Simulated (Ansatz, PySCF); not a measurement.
This Ansatz (an electronic-structure program) input computes a CAM-B3LYP/def2-TZVPD energy:

Ansatz 0.2 input:
```yaml
crystal:
  periodic: [false, false, false]
  atoms:
    - {symbol: Si, position_ang: [0.04723359, -0.02930386, 0.99259502]}
    - {symbol: I, position_ang: [1.12228249, 1.76295077, -0.13286679]}
    - {symbol: I, position_ang: [-1.13475929, -1.75521013, -0.12932812]}
basis:
  gaussian:
    orbitals: def2-TZVPD
hamiltonian:
  xc: {name: CAM-B3LYP}
total_charge: 1
magnetization: {spin_polarized: true, initial_magnetization: 1}
output: {forces: true}
```

Task: Write an input for the same energy in PySCF and say what it gives.

Result: 
```python
from pyscf import gto, scf, dft

mol = gto.M(
    atom='''
    Si    0.04723359   -0.02930386    0.99259502
    I     1.12228249    1.76295077   -0.13286679
    I    -1.13475929   -1.75521013   -0.12932812
    ''',
    basis='def2-tzvpd',
    ecp='def2-tzvp',
    charge=1,
    spin=1,
    verbose=4,
)

mf = dft.UKS(mol, xc='camb3lyp').density_fit(auxbasis='def2-universal-jkfit')
mf.grids.level = 3
mf.conv_tol = 1e-9
mf.max_cycle = 100
mf.max_memory = 1500
mf.kernel()
if not mf.converged:
    mf = mf.newton()
    mf.kernel(mf.make_rdm1())
for _ in range(2):
    mo, _, stable, _ = mf.stability(return_status=True)
    if stable:
        break
    mf.kernel(mf.make_rdm1(mo, mf.mo_occ))
mf.analyze()
```
It gives -884.65485 Eh, and Ansatz -884.65482 Eh, a difference of 0.03 mEh, from the treatment of integrals and grids.
